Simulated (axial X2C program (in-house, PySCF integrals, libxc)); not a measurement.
Which molecule has these constants?

All values come from calculations with an in-house relativistic program for diatomic molecules, spin-free (one-electron X2C) or two-component (2c: spin–orbit coupling with atomic mean-field Coulomb and Gaunt terms, which also bring small scalar terms), in Dyall basis sets with cores contracted in-house; open shells are unrestricted.

A two-component PBE0 calculation in a Dyall 3-zeta basis gave Re = 2.175 Å, ωe = 556.3 cm⁻¹, dipole magnitude 1.43 D, Ω = 3/2.

Question: Which molecule is it?
A. SiB
B. GeB
C. PbB
D. SnB
E. BC

Answer: D. The others have SiB 1.909 Å and 765.7 cm⁻¹ (Ω = 3/2); GeB 1.973 Å and 648.7 cm⁻¹ (Ω = 3/2); BC 1.478 Å and 1210.7 cm⁻¹ (Ω = 3/2); PbB 2.229 Å and 481.9 cm⁻¹ (Ω = 3/2).

Each entry is the lowest single determinant of a limited PBE0 search at one distance. De goes to single-determinant-based atoms at the same level (for ions the charge split of lowest energy) and is withheld (n/a) where an atom does not fit its ground term or J level. Main or longest-lived isotopes. One determinant is a doubtful description, or other states lie close, for SnB, SiB, GeB, BC, PbB; these need not be ground states, and all values refer to the states named. With several unpaired electrons the Ω given is that of one determinant, not necessarily of the lowest component. Some light 2c atoms are not at their ground J level, so De misses part of their lowering (0.04 eV or less). The functionals have no current term, which raises determinants with orbital currents.
